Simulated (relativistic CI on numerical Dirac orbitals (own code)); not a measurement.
Computed by Dirac-Coulomb-Breit CI, orbitals from a KLI potential per configuration, a model potential for QED, unscaled Slater integrals (own radial code, finite nucleus).

CI space (outside the closed core 1s2): 2s2 2p6, 2s2 2p5 3s, 2s2 2p5 3p, 2s2 2p5 3d, 2s 2p6 3s, 2s 2p6 3p, 2s 2p6 3d, 2s2 2p5 4s, 2s2 2p5 4p, 2s2 2p5 4d, 2s2 2p5 4f, 2s 2p6 4s, 2s 2p6 4p, 2s2 2p4 3s2, 2s2 2p5 5s, 2s 2p6 4d, 2s2 2p5 5p, 2s 2p6 4f, 2s2 2p5 5d, 2s2 2p5 5f, 2s2 2p5 5g, 2s2 2p4 3s 3p, 2s2 2p4 3p2, 2s2 2p4 3s 3d, 2s2 2p4 3p 3d, 2s 2p5 3s2, 2s 2p5 3s 3p, 2s2 2p4 3d2, 2s 2p6 5s, 2s 2p6 5p, 2s 2p6 5d, 2s 2p5 3p2, 2s 2p6 5f, 2s 2p6 5g, 2s 2p5 3s 3d, 2s 2p5 3p 3d. Levels of other configurations are missing.

At this charge energies of transitions that change n are usually good to better than 1 %, and those within a shell (Δn = 0) to a few per cent.

Outline of the computed level scheme of Se XXV. Lowest level of each configuration: 2s2 2p6 1S_0 at 0.00 eV; 2s2 2p5 3s 3P°_2 at 1434.42 eV; 2s2 2p5 3p 3S_1 at 1481.44 eV; 2s2 2p5 3d 3P°_0 at 1552.75 eV; 2s 2p6 3s 3S_1 at 1650.05 eV; 2s 2p6 3p 3P°_0 at 1699.07 eV; 2s 2p6 3d 3D_1 at 1770.87 eV; 2s2 2p5 4s 3P°_2 at 1943.24 eV; 2s2 2p5 4p 3S_1 at 1962.77 eV.

Some strong electric-dipole decays among the lowest 45 levels: 2s2 2p5 3d 1P°_1 → 2s2 2p6 1S_0 (7.6e+13 s⁻¹); 2s2 2p5 3d 3D°_1 → 2s2 2p6 1S_0 (4.9e+13 s⁻¹); 2s 2p6 3p 1P°_1 → 2s2 2p6 1S_0 (1.3e+13 s⁻¹); 2s2 2p5 3s 1P°_1 → 2s2 2p6 1S_0 (4.1e+12 s⁻¹); 2s 2p6 3p 3P°_1 → 2s2 2p6 1S_0 (3.4e+12 s⁻¹); 2s2 2p5 3s 3P°_1 → 2s2 2p6 1S_0 (2.8e+12 s⁻¹); 2s2 2p5 4s 1P°_1 → 2s2 2p6 1S_0 (1.4e+12 s⁻¹); 2s2 2p5 4p 3S_1 → 2s2 2p5 3s 3P°_2 (1.2e+12 s⁻¹).

LS names give the leading component of a level, which can be under half, so a name can repeat, a term be missing and a line seem to break the LS rules.
